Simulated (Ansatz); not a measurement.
Ansatz (a first-principles code) input (PBE0/STO-3G):

Ansatz 0.2 input:
```yaml
crystal:
  periodic: [false, false, false]
  atoms:
    - {symbol: C, position_ang: [-0.01550152, 1.83044959, 1.65316644]}
    - {symbol: Ge, position_ang: [-0.26807889, 0.02078498, 1.07032207]}
    - {symbol: C, position_ang: [-2.14297317, -0.53468870, 1.15737546]}
    - {symbol: C, position_ang: [0.96217749, -1.22287012, 1.94847303]}
    - {symbol: I, position_ang: [0.36795795, 0.00783757, -1.43746013]}
    - {symbol: H, position_ang: [0.95180756, 2.19345440, 1.97881229]}
    - {symbol: H, position_ang: [-0.78930611, 2.57933006, 1.53522970]}
    - {symbol: H, position_ang: [-2.46638590, -0.57221787, 2.19868635]}
    - {symbol: H, position_ang: [-2.76575963, 0.17438771, 0.61443146]}
    - {symbol: H, position_ang: [-2.25826180, -1.52047535, 0.70984461]}
    - {symbol: H, position_ang: [1.98793794, -0.87915419, 1.82552844]}
    - {symbol: H, position_ang: [0.86633203, -2.21296587, 1.50589570]}
    - {symbol: H, position_ang: [0.72817220, -1.28021428, 3.01256220]}
basis:
  gaussian:
    orbitals: STO-3G
hamiltonian:
  xc: {name: PBE0}
magnetization: {spin_polarized: true, initial_magnetization: 1}
```

End of the output:

```
integrals: 0.02 GiB planned
788 factors; integrals over basis functions are off by at most 3.6e-5 eV
0.11 GiB of the device are held for the grids
0.70 GiB of device memory are held for the factors and their scratch space
mean field: 0.21 GiB planned
mean field evaluation 1: about -245506.5622 eV, gradient 5.2e1 eV
mean field evaluation 2: about -245498.0527 eV, gradient 5.4e1 eV
mean field evaluation 4: about -245527.3728 eV, gradient 1.1e1 eV
mean field evaluation 8: about -245528.7226 eV, gradient 3.8e-1 eV
mean field evaluation 16: about -245528.7238 eV, gradient 6.4e-5 eV
mean field -245528.72375084 eV, -9023.0141724968 hartree, gradient 5.9e-5 eV, S^2 0.756007; 0 other end points of the search recorded, 0 dependent functions left out
reference -245528.72377231 eV, -9023.0141732861 hartree; 56, 55 occupied and 12, 13 virtual orbitals, 788 factors
Total energy: -245528.72377231 eV, -9023.0141732861 hartree
```

It need not be the lowest isomer of its formula.
